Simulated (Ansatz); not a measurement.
Caution, from a PySCF single point (B3LYP-D3(BJ)/def2-TZVPD) at this geometry: the highest occupied level lies above zero, so the state may not be bound. This triplet is an excited state, 1.79 eV above the relaxed singlet at the level frozen-core CCSD(T)/aug-cc-pVTZ // B3LYP-D3(BJ)/def2-TZVPD (Ansatz, a program for electronic structure).

A geometry relaxed with B3LYP-D3(BJ)/def2-TZVPD run with Ansatz, charge -1, multiplicity 3:

```xyz
3

F     -1.2980    -0.3286     0.0000
Cl     1.5080    -0.2112     0.0000
B     -0.2100     0.5398     0.0000
```

Write the SMILES of this molecule.

`F[B-]Cl`
